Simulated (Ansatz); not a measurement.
CoF2, 3 atoms. Hardware: 4 threads of Arm Neoverse V2 on a shared host.

Correlated methods freeze 7 core orbitals; core or outer-core shells of Co are correlated, in sets that lack core-valence functions.

**Question.** How many basis functions does each of these Ansatz runs have, and roughly what does it cost? CAM-B3LYP-D4/def2-TZVP, charge 0 quartet, energy, from earlier orbitals; LC-ωPBE (ω = 0.30 bohr⁻¹)/def2-TZVP, charge 0 quartet, energy, from earlier orbitals; LC-ωPBE (ω = 0.15 bohr⁻¹)/def2-TZVP, charge 0 doublet, energy, from earlier orbitals; CCSD(T)/def2-TZVPP, charge 1 quintet at the geometry of the charge 0 quartet, energy, from earlier orbitals; r2SCAN-D4/def2-TZVP, charge 0 doublet, relaxation, 3 steps; CCSD(T)/def2-TZVPD, charge -1 triplet at the geometry of the charge 0 quartet, energy, from earlier orbitals; r2SCAN0-D4/def2-TZVP, charge 0 doublet, energy, from earlier orbitals; BHLYP-D4/def2-TZVP, charge 0 quartet, energy, from earlier orbitals; LC-ωPBE (ω = 0.10 bohr⁻¹)/def2-TZVP, charge 0 doublet, energy, from earlier orbitals; r2SCAN-D4/def2-TZVP, charge 1 quintet at the geometry of the charge 0 quartet, energy, from earlier orbitals; PBE0-D4/def2-TZVP, charge 1 triplet at the geometry of the charge 0 quartet, energy; PBE0-D4/def2-TZVPD, charge -1 quintet at the geometry of the charge 0 quartet, energy.

**Answer.** Other jobs shared the machine, so times can vary by a factor of up to 3. A dash marks memory too small to be measured apart from the calling script's.

```json
{"run": "LC-ωPBE (ω = 0.15 bohr⁻¹)/def2-TZVP, charge 0 doublet, energy, from earlier orbitals", "functions": "107", "fitting or Cholesky vectors": "766", "wall time": "3.4 s", "peak host memory (GiB)": "–"}
{"run": "LC-ωPBE (ω = 0.10 bohr⁻¹)/def2-TZVP, charge 0 doublet, energy, from earlier orbitals", "functions": "107", "fitting or Cholesky vectors": "766", "wall time": "4.3 s", "peak host memory (GiB)": "–"}
{"run": "LC-ωPBE (ω = 0.30 bohr⁻¹)/def2-TZVP, charge 0 quartet, energy, from earlier orbitals", "functions": "107", "fitting or Cholesky vectors": "766", "wall time": "6 s", "peak host memory (GiB)": "–"}
{"run": "r2SCAN-D4/def2-TZVP, charge 1 quintet at the geometry of the charge 0 quartet, energy, from earlier orbitals", "functions": "107", "fitting or Cholesky vectors": "766", "wall time": "6.5 s", "peak host memory (GiB)": "–"}
{"run": "BHLYP-D4/def2-TZVP, charge 0 quartet, energy, from earlier orbitals", "functions": "107", "fitting or Cholesky vectors": "936", "wall time": "7 s", "peak host memory (GiB)": "–"}
{"run": "r2SCAN0-D4/def2-TZVP, charge 0 doublet, energy, from earlier orbitals", "functions": "107", "fitting or Cholesky vectors": "847", "wall time": "7 s", "peak host memory (GiB)": "–"}
{"run": "CAM-B3LYP-D4/def2-TZVP, charge 0 quartet, energy, from earlier orbitals", "functions": "107", "fitting or Cholesky vectors": "832", "wall time": "7 s", "peak host memory (GiB)": "–"}
{"run": "PBE0-D4/def2-TZVPD, charge -1 quintet at the geometry of the charge 0 quartet, energy", "functions": "128", "fitting or Cholesky vectors": "959", "wall time": "11 s", "peak host memory (GiB)": "–"}
{"run": "CCSD(T)/def2-TZVPP, charge 1 quintet at the geometry of the charge 0 quartet, energy, from earlier orbitals", "functions": "126", "fitting or Cholesky vectors": "877", "wall time": "12 s", "peak host memory (GiB)": "1"}
{"run": "PBE0-D4/def2-TZVP, charge 1 triplet at the geometry of the charge 0 quartet, energy", "functions": "107", "fitting or Cholesky vectors": "847", "wall time": "22 s", "peak host memory (GiB)": "–"}
{"run": "CCSD(T)/def2-TZVPD, charge -1 triplet at the geometry of the charge 0 quartet, energy, from earlier orbitals", "functions": "128", "fitting or Cholesky vectors": "966", "wall time": "76 s", "peak host memory (GiB)": "1.9"}
{"run": "r2SCAN-D4/def2-TZVP, charge 0 doublet, relaxation, 3 steps", "functions": "107", "fitting or Cholesky vectors": "766", "wall time": "80 s", "peak host memory (GiB)": "–"}
```
